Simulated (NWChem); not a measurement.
System: GeH$_{3}$TeI; SMILES [GeH3][Te]I

NWChem printed, in part:

```
             Northwest Computational Chemistry Package (NWChem) 7.3.0
             --------------------------------------------------------

 CS  symmetry detected

                             Geometry "geometry" -> ""
                             -------------------------

 Output coordinates in angstroms (scale by  1.889725989 to convert to a.u.)

  No.       Tag          Charge          X              Y              Z
 ---- ---------------- ---------- -------------- -------------- --------------
    1 Te                  52.0000     1.07666226    -0.48210572     0.00000000
    2 I                   53.0000    -0.37968266     1.81777434     0.00000000
    3 Ge                  32.0000    -0.99342116    -2.01030559     0.00000000
    4 H                    1.0000    -0.42614225    -3.44184266     0.00000000
    5 H                    1.0000    -1.82381861    -1.75046046     1.26538450
    6 H                    1.0000    -1.82381861    -1.75046046    -1.26538450

 Effective nuclear repulsion energy (a.u.)    1186.7436619542

      Symmetry information
      --------------------

 Group name             Cs
 Group number              2
 Group order               2
 No. of unique centers     5

                                 NWChem DFT Module
                                 -----------------

 Summary of "ao basis" -> "ao basis" (spherical)
 ------------------------------------------------------------------------------
       Tag                 Description            Shells   Functions and Types
 ---------------- ------------------------------  ------  ---------------------
 Te                          sto-3g                 11       27   5s4p2d
 I                           sto-3g                 11       27   5s4p2d
 Ge                          sto-3g                  8       18   4s3p1d
 H                           sto-3g                  1        1   1s

      Symmetry analysis of basis
      --------------------------

        a'         53
        a"         22

            General Information
            -------------------
          SCF calculation type: DFT
          Wavefunction type:  closed shell.
          No. of atoms     :     6
          No. of electrons :   140
           Alpha electrons :    70
            Beta electrons :    70
          Charge           :     0
          Spin multiplicity:     1
          Use of symmetry is: on ; symmetry adaption is: on
          Maximum number of iterations: 150
          AO basis - number of functions:    75
                     number of shells:    33
          Convergence on energy requested:  1.00D-06
          Convergence on density requested:  1.00D-05
          Convergence on gradient requested:  5.00D-04

              XC Information
              --------------
                  TPSS metaGGA Exchange Functional  1.000
             TPSS03 metaGGA Correlation Functional  1.000

             Grid Information
             ----------------
          Grid used for XC integration:  medium
          Radial quadrature: Mura-Knowles
          Angular quadrature: Lebedev.
          Tag              B.-S. Rad. Rad. Pts. Rad. Cut. Ang. Pts.
          ---              ---------- --------- --------- ---------
          Te                  1.40      123           9.0       590
          I                   1.40      123          12.0       590
          Ge                  1.25      112          10.0       590
          H                   0.35       45          12.0       434
          Grid pruning is: on
          Number of quadrature shells:   448
          Spatial weights used:  Erf1

      Superposition of Atomic Density Guess
      -------------------------------------

 Sum of atomic energies:      -15450.81305907

      Non-variational initial energy
      ------------------------------

 Total energy =  -15450.651654
 1-e energy   =  -23735.362840
 2-e energy   =    7097.967525
 HOMO         =      -0.117837
 LUMO         =       0.077322

      Symmetry analysis of molecular orbitals - initial
      -------------------------------------------------

  Numbering of irreducible representations:

     1 a'          2 a"

  Orbital symmetries:

     1 a'          2 a'          3 a'          4 a'          5 a'
     6 a'          7 a'          8 a"          9 a'         10 a'
    11 a"         12 a'         13 a"         14 a'         15 a'
    16 a'         17 a'         18 a'         19 a'         20 a"
    21 a'         22 a'         23 a"         24 a'         25 a'
    26 a"         27 a'         28 a"         29 a'         30 a'
    31 a"         32 a'         33 a"         34 a'         35 a'
    36 a'         37 a'         38 a'         39 a"         40 a'
    41 a'         42 a"         43 a"         44 a'         45 a'
    46 a'         47 a'         48 a"         49 a'         50 a"
    51 a'         52 a'         53 a'         54 a"         55 a"
    56 a'         57 a'         58 a'         59 a"         60 a'
    61 a'         62 a"         63 a'         64 a'         65 a"
    66 a'         67 a'         68 a"         69 a'         70 a"
    71 a'         72 a'         73 a'         74 a'         75 a"

     ---------------------------------------------
      Total Density - Mulliken Population Analysis
     ---------------------------------------------

    Atom       Charge   Shell Charges
 -----------   ------   -------------------------------------------------------
    1 Te  52    52.11   2.00  2.00  6.00  2.00  6.00  2.00  6.00  1.86  4.26 10.00 10.00
    2 I   53    53.22   2.00  2.00  6.00  2.00  6.00  2.00  6.00  1.93  5.29 10.00 10.00
    3 Ge  32    31.27   2.00  2.00  6.00  2.00  5.93  1.29  2.09  9.96
    4 H    1     1.14   1.14
    5 H    1     1.13   1.13
    6 H    1     1.13   1.13

   convergence    iter        energy       DeltaE   RMS-Dens  Diis-err
 ---------------- ----- ----------------- --------- --------- ---------
 d= 0,ls=0.0,diis     1 -15456.2965585813 -1.66D+04  2.39D-02  2.20D-01
 d= 0,ls=0.0,diis     2 -15456.3269040842 -3.03D-02  1.20D-02  1.42D-01
 d= 0,ls=0.0,diis     3 -15456.3516711030 -2.48D-02  4.50D-03  2.93D-02
 d= 0,ls=0.0,diis     4 -15456.3586851739 -7.01D-03  9.88D-04  6.41D-04
 d= 0,ls=0.0,diis     5 -15456.3588795681 -1.94D-04  3.14D-04  3.57D-05
  Resetting Diis
 d= 0,ls=0.0,diis     6 -15456.3588955215 -1.60D-05  7.36D-05  4.24D-06
 d= 0,ls=0.0,diis     7 -15456.3588972179 -1.70D-06  1.92D-05  7.25D-08
 d= 0,ls=0.0,diis     8 -15456.3588972184 -5.09D-10  1.00D-05  8.87D-08
 d= 0,ls=0.0,diis     9 -15456.3588972472 -2.88D-08  1.89D-06  6.62D-09

         Total DFT energy =   -15456.358897247226
      One electron energy =   -23722.611314764032
           Coulomb energy =     7507.665429203182
    Exchange-Corr. energy =     -428.156673640579
 Nuclear repulsion energy =     1186.743661954204

 Numeric. integr. density =      140.000032084897

                  Occupations of the irreducible representations
                  ----------------------------------------------

                     irrep           alpha         beta
                     --------     --------     --------
                     a'               49.0         49.0
                     a"               21.0         21.0

                       DFT Final Molecular Orbital Analysis
                       ------------------------------------

 Vector   68  Occ=2.000000D+00  E=-1.315536D-01  Symmetry=a"
              MO Center= -9.9D-01, -2.0D+00,  5.8D-15, r^2= 1.6D-01
   Bfn.  Coefficient  Atom+Function         Bfn.  Coefficient  Atom+Function
  ----- ------------  ---------------      ----- ------------  ---------------
    69      0.982562  3 Ge d -1              67     -0.140672  3 Ge pz
    71      0.127153  3 Ge d  1              63      0.041533  3 Ge pz
    44      0.028615  2 I  pz

 Vector   69  Occ=2.000000D+00  E=-1.303868D-01  Symmetry=a'
              MO Center= -9.9D-01, -2.0D+00,  8.6D-15, r^2= 2.2D-01
   Bfn.  Coefficient  Atom+Function         Bfn.  Coefficient  Atom+Function
  ----- ------------  ---------------      ----- ------------  ---------------
    70      0.874575  3 Ge d  0              68      0.330306  3 Ge d -2
    72     -0.298993  3 Ge d  2              65      0.162772  3 Ge px
    66     -0.106567  3 Ge py                61     -0.048924  3 Ge px
    43     -0.043864  2 I  py                62      0.032104  3 Ge py

 Vector   70  Occ=2.000000D+00  E=-1.037705D-01  Symmetry=a"
              MO Center=  2.3D-01, -3.7D-01, -2.0D-12, r^2= 4.1D+00
   Bfn.  Coefficient  Atom+Function         Bfn.  Coefficient  Atom+Function
  ----- ------------  ---------------      ----- ------------  ---------------
    17      0.782533  1 Te pz                44     -0.510181  2 I  pz
    71      0.472291  3 Ge d  1              13     -0.243167  1 Te pz
    40      0.163496  2 I  pz                67     -0.114617  3 Ge pz
     9      0.097073  1 Te pz                74     -0.080457  5 H  s
    75      0.080457  6 H  s                 36     -0.066959  2 I  pz

 Vector   71  Occ=0.000000D+00  E=-1.145412D-02  Symmetry=a'
              MO Center=  4.2D-01,  4.8D-01, -1.4D-13, r^2= 3.7D+00
   Bfn.  Coefficient  Atom+Function         Bfn.  Coefficient  Atom+Function
  ----- ------------  ---------------      ----- ------------  ---------------
    16      0.841703  1 Te py                43      0.705910  2 I  py
    42     -0.485086  2 I  px                15     -0.380001  1 Te px
    41     -0.289333  2 I  s                 14      0.251116  1 Te s
    12     -0.238154  1 Te py                39     -0.203640  2 I  py
    38      0.140769  2 I  px                11      0.107464  1 Te px

[...]
```

Level: TPSS/STO-3G, non-relativistic. Coordinates come from a PBE0/def2-SVP (def2 core potentials past Kr) optimisation.

**Question.** Write an input that gives this output.

**Answer.** This is not unique; one that fits is the input that was run:
```
start job
memory heap 200 mb stack 900 mb global 1100 mb
geometry units angstroms noautoz
  Te     1.058821    -0.493943     0.020696
  I     -0.390196     1.810051    -0.027783
  Ge    -1.015735    -2.015981     0.004636
  H     -0.452998    -3.449068     0.030998
  H     -1.865956    -1.738546     1.253002
  H     -1.824457    -1.768912    -1.277246
end
basis spherical
  * library sto-3g
end
dft
  xc xtpss03 ctpss03
  iterations 150
  mulliken
end
task dft energy
```
